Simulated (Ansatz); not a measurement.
What a proton shuttle does

SiNH₅ ([NH2][SiH3]) + H₂O → SiNH₅O ([NH2][SiH2][OH]) + H₂ (links in brackets), a four-centre ligand exchange, has a barrier of 141.9 kJ/mol above its start structure and a step energy of -84.8 kJ/mol. One HF is now added to the ring of the saddle, taking the hydrogen and handing on one of its own. Gas-phase electronic energies, without zero-point energy, by CCSD(T) at an estimated basis limit (MP2 extrapolated from triple and quadruple zeta, plus CCSD(T) − MP2 in triple zeta); Ansatz 0.2.0, def2-TZVPP and QZVPP, frozen cores, on PBE0-D4/def2-TZVP structures. Extrapolation: Hartree–Fock as exp(−7.88 √X), correlation as X^−2.97. Each barrier counts from its own start structure, which holds all the molecules, is reached by relaxing down from the saddle and may not be the deepest complex; no counterpoise correction.

(1) What are the barrier and the step energy with the shuttle? (An estimate is asked for; the value comes from the calculation.)

No T1 diagnostic of these runs exceeds 0.012.

For scale, one of the runs: CCSD(T)/def2-TZVPP, 247 basis functions, launched by `ansatz run in.yaml --threads 4 --pin off --events-out ev --progress --plain --max-ram 9574MiB`. The run took 2.2 min on 4 CPU threads of an Arm Neoverse V1 (shared host), with 5.3 GiB of host memory at its peak.

## Answers

(1) Computed: Barrier 96.0 kJ/mol, 45.9 kJ/mol lower than without; step energy -98.6 kJ/mol, both from the start structure. Counted from all the molecules apart, the saddle lies at 64.3 kJ/mol with the shuttle and at 134.8 kJ/mol without; the start well goes from -7.2 to -31.8 kJ/mol. At the saddle the angle at each passing proton is O–H···H 135° without the shuttle, against O–H···F 155° and F–H···H 165° with it. Bringing in the extra molecule costs entropy, which these electronic energies leave out.
